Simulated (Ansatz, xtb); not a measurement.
**Relative energy of two isomers of C7H8**

Structure I is `C#C/C=C(/C)C=C`, a singlet and structure II is `C#C/C(C)=C\C=C`, a singlet. Both are isolated molecules in the gas phase, relaxed with B3LYP-D3(BJ)/def2-SVP; the shapes shown needn't be the lowest conformers.

I (Å):

```yaml
atoms:
  - { symbol: C, position_ang: [-1.8061, 0.5212, 2.1374] }
  - { symbol: C, position_ang: [-0.6756, 0.1685, 1.8604] }
  - { symbol: C, position_ang: [0.6615, -0.2141, 1.5713] }
  - { symbol: C, position_ang: [1.0430, -1.1079, 0.6163] }
  - { symbol: C, position_ang: [2.4996, -1.4223, 0.4144] }
  - { symbol: C, position_ang: [0.0511, -1.7746, -0.2260] }
  - { symbol: C, position_ang: [0.3231, -2.6678, -1.1925] }
  - { symbol: H, position_ang: [-2.8056, 0.8292, 2.3782] }
  - { symbol: H, position_ang: [1.4369, 0.2630, 2.1809] }
  - { symbol: H, position_ang: [2.6974, -2.4967, 0.5667] }
  - { symbol: H, position_ang: [3.1339, -0.8546, 1.1092] }
  - { symbol: H, position_ang: [2.8165, -1.1839, -0.6148] }
  - { symbol: H, position_ang: [-0.9911, -1.5045, -0.0309] }
  - { symbol: H, position_ang: [-0.4791, -3.1218, -1.7792] }
  - { symbol: H, position_ang: [1.3428, -2.9780, -1.4346] }
```

II (Å):

```xyz
15

C    -1.3389   -2.9984   -0.3702
C    -0.7601   -2.0097    0.0358
C    -0.1349   -0.8169    0.5158
C    -1.0531    0.3484    0.7938
C     1.2096   -0.7428    0.7084
C     2.1576   -1.8123    0.4660
C     3.4824   -1.6996    0.6690
H    -1.8418   -3.8764   -0.7282
H    -1.6016    0.6403   -0.1171
H    -0.4899    1.2194    1.1586
H    -1.8107    0.0781    1.5481
H     1.6177    0.2041    1.0784
H     1.7452   -2.7570    0.0963
H     3.9255   -0.7690    1.0378
H     4.1629   -2.5315    0.4736
```

Quicker runs give these differences E(II) − E(I): GFN2-xTB −0.67 kcal/mol; HF/STO-3G −0.78 kcal/mol (at GFN2-xTB geometries); r2SCAN-D4/def2-SVP +0.26 kcal/mol (at GFN2-xTB geometries).

Task: Estimate E(II) − E(I) at the level CCSD(T)/def2-SVP + ΔMP2/def2-TZVPP.

Result: CCSD(T)/def2-SVP + ΔMP2/def2-TZVPP gives E(II) − E(I) = +0.11 kcal/mol, slightly favouring structure I, which is too small a margin to settle the true order.

How the difference moves with the method:

```json
{"level": "GFN2-xTB", "geometry": "GFN2-xTB", "E(II) − E(I) (kcal/mol)": "−0.67", "departure from the last row (kcal/mol)": "−0.78", "job, with rough time for the two": "optimisation, 0.17 s"}
{"level": "HF/STO-3G", "geometry": "GFN2-xTB", "E(II) − E(I) (kcal/mol)": "−0.78", "departure from the last row (kcal/mol)": "−0.89", "job, with rough time for the two": "single point, 0.54 s"}
{"level": "r2SCAN-D4/def2-SVP", "geometry": "GFN2-xTB", "E(II) − E(I) (kcal/mol)": "+0.26", "departure from the last row (kcal/mol)": "+0.15", "job, with rough time for the two": "single point, 7.2 s"}
{"level": "B3LYP-D3(BJ)/def2-SVP", "geometry": "B3LYP-D3(BJ)/def2-SVP", "E(II) − E(I) (kcal/mol)": "+0.18", "departure from the last row (kcal/mol)": "+0.07", "job, with rough time for the two": "optimisation, 64 s"}
{"level": "HF/def2-SVP", "geometry": "B3LYP-D3(BJ)/def2-SVP", "E(II) − E(I) (kcal/mol)": "−0.59", "departure from the last row (kcal/mol)": "−0.70", "job, with rough time for the two": "part of the CCSD(T) run"}
{"level": "MP2/def2-SVP", "geometry": "B3LYP-D3(BJ)/def2-SVP", "E(II) − E(I) (kcal/mol)": "−0.30", "departure from the last row (kcal/mol)": "−0.41", "job, with rough time for the two": "part of the CCSD(T) run"}
{"level": "CCSD(T)/def2-SVP", "geometry": "B3LYP-D3(BJ)/def2-SVP", "E(II) − E(I) (kcal/mol)": "−0.21", "departure from the last row (kcal/mol)": "−0.32", "job, with rough time for the two": "single point"}
{"level": "CCSD(T)/def2-SVP + ΔMP2/def2-TZVPP", "geometry": "B3LYP-D3(BJ)/def2-SVP", "E(II) − E(I) (kcal/mol)": "+0.11", "departure from the last row (kcal/mol)": "", "job, with rough time for the two": "single point, 2.6 min"}
```

As drawn, both hold the same kinds of bond in the same numbers.

The largest departure from CCSD(T)/def2-SVP + ΔMP2/def2-TZVPP is that of HF/STO-3G, 0.89 kcal/mol. The last row adds to CCSD(T) the change of the MP2 difference between the two basis sets, here +0.32 kcal/mol.

With thermal terms from frequencies at re-optimised GFN2-xTB minima (ideal gas, soft modes damped towards free rotors, one conformer each, 298.15 K, 1 atm): on the last row, ΔE + ΔZPE = +0.01, ΔH = +0.11, ΔG = −0.24 kcal/mol.

The correlated steps freeze 7 core orbitals. Programs: Ansatz 0.2.0, xtb 6.7.1; the last row on 2 threads of Arm Neoverse V1 on a shared host.
